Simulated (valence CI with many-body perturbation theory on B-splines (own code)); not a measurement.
## E1 line list for Nb XXXVI

Level of theory: configuration interaction combined with many-body perturbation theory (CI+MBPT): four valence electrons over a frozen Dirac-Fock core [He], radial functions for each j: 11 s, 11 p, 9 d, 7 f, 5 g, 2 h, 1 i, with the one-electron correlation potential Σ1, the two-electron term Σ2, the three-electron term Σ3, Breit, model QED; selected CI, second order for the rest (own B-spline code, finite nucleus).

No measured spectrum was set against this ion. As an estimate, large intervals hold to a few tenths of a per cent, small ones and those within an open d or f shell to about a per cent. Among the levels kept, up to 270 cm⁻¹ of a level comes from second order outside the variational space, and about a tenth of that is noise between levels of different J, which matters for small intervals.

Lines 201 to 230 of 230 in falling wavelength, among levels below 3070.8 eV, chosen from the strongest by gf and those to the six lowest levels. Wavelengths and rates use the calculated energies. Electric multipoles are in the length gauge, E1 and E2 with the static RPA response of the core. Weak lines are less certain than strong ones. Lines between different terms over intervals too small for the method are left out, as are lines whose strength nearly cancels. The highest levels of a list are the least certain.

Levels are named by their leading jj configuration (3d3/2^4 stands for four electrons in 3d with j = 3/2), which in mixed levels can hold well under half, so a name can repeat and another be missing. Letters in brackets count levels of one name in rising energy.

```tsv
λ vac (Å)	Upper	Lower	A (s⁻¹)	S (a.u.)
4.325	(2s 2p1/2 2p3/2 3p1/2) J=2 [b]	(2s^2 2p1/2 2p3/2) J=2	1.23e+13	2.46e-03
4.318	(2s 2p1/2 2p3/2 3p3/2) J=2 [a]	(2s^2 2p1/2 2p3/2) J=2	6.63e+11	1.32e-04
4.311	(2s 2p1/2 2p3/2 3p3/2) J=1 [a]	(2s^2 2p1/2 2p3/2) J=1	2.99e+13	3.55e-03
4.307	(2s 2p1/2 2p3/2 3p1/2) J=2 [b]	(2s^2 2p1/2 2p3/2) J=1	1.34e+12	2.64e-04
4.300	(2s 2p1/2 2p3/2 3p3/2) J=2 [a]	(2s^2 2p1/2 2p3/2) J=1	3.25e+13	6.38e-03
4.294	(2s 2p1/2 2p3/2 3p3/2) J=2 [b]	(2s^2 2p1/2 2p3/2) J=2	3.73e+13	7.28e-03
4.291	(2s 2p1/2 2p3/2 3p3/2) J=0 [a]	(2s^2 2p1/2 2p3/2) J=1	3.43e+13	1.34e-03
4.291	(2s 2p1/2 2p3/2 3p1/2) J=2 [c]	(2s^2 2p1/2 2p3/2) J=2	3.19e+12	6.22e-04
4.290	(2s 2p1/2 2p3/2 3p1/2) J=1 [b]	(2s^2 2p1/2 2p3/2) J=2	4.71e+12	5.50e-04
4.283	(2s 2p1/2 2p3/2 3p3/2) J=3 [b]	(2s^2 2p1/2 2p3/2) J=2	3.07e+13	8.32e-03
4.283	(2s 2p1/2 2p3/2 3p3/2) J=1 [b]	(2s^2 2p1/2 2p3/2) J=2	5.31e+13	6.18e-03
4.280	(2s 2p1/2^2 3p3/2) J=1	(2s^2 2p1/2^2) J=0	4.90e+13	5.69e-03
4.276	(2s 2p1/2 2p3/2 3p3/2) J=2 [b]	(2s^2 2p1/2 2p3/2) J=1	8.08e+11	1.56e-04
4.273	(2s 2p1/2 2p3/2 3p1/2) J=2 [c]	(2s^2 2p1/2 2p3/2) J=1	3.47e+12	6.68e-04
4.272	(2s 2p1/2 2p3/2 3p1/2) J=1 [b]	(2s^2 2p1/2 2p3/2) J=1	2.79e+12	3.23e-04
4.265	(2s 2p1/2 2p3/2 3p3/2) J=1 [b]	(2s^2 2p1/2 2p3/2) J=1	9.10e+12	1.04e-03
4.265	(2s 2p1/2 2p3/2 3p1/2) J=0	(2s^2 2p1/2 2p3/2) J=1	3.35e+13	1.28e-03
4.257	(2s 2p1/2 2p3/2 3p1/2) J=1 [c]	(2s^2 2p1/2 2p3/2) J=2	1.02e+13	1.17e-03
4.241	(2s 2p1/2 2p3/2 3p3/2) J=3 [c]	(2s^2 2p1/2 2p3/2) J=2	1.63e+13	4.30e-03
4.240	(2s 2p1/2 2p3/2 3p3/2) J=2 [c]	(2s^2 2p1/2 2p3/2) J=2	8.95e+12	1.68e-03
4.240	(2s 2p1/2 2p3/2 3p1/2) J=1 [c]	(2s^2 2p1/2 2p3/2) J=1	4.43e+12	5.00e-04
4.230	(2s 2p1/2 2p3/2 3p3/2) J=1 [c]	(2s^2 2p1/2 2p3/2) J=2	7.24e+11	8.11e-05
4.228	(2s 2p1/2 2p3/2 3p3/2) J=2 [d]	(2s^2 2p1/2 2p3/2) J=2	9.36e+12	1.75e-03
4.223	(2s 2p1/2 2p3/2 3p3/2) J=2 [c]	(2s^2 2p1/2 2p3/2) J=1	7.35e+12	1.37e-03
4.212	(2s 2p1/2 2p3/2 3p3/2) J=1 [c]	(2s^2 2p1/2 2p3/2) J=1	1.39e+13	1.53e-03
4.211	(2s 2p1/2 2p3/2 3p3/2) J=2 [d]	(2s^2 2p1/2 2p3/2) J=1	8.18e+12	1.51e-03
4.205	(2s 2p1/2 2p3/2 3p3/2) J=1 [d]	(2s^2 2p1/2 2p3/2) J=1	9.84e+11	1.08e-04
4.197	(2s^2 2p3/2 3d5/2) J=1	(2s^2 2p1/2^2) J=0	5.04e+11	5.52e-05
4.141	(2s 2p1/2 2p3/2 3p1/2) J=1 [b]	(2s^2 2p1/2^2) J=0	1.49e+12	1.57e-04
4.077	(2s 2p1/2 2p3/2 3p3/2) J=1 [d]	(2s^2 2p1/2^2) J=0	1.75e+12	1.76e-04
```
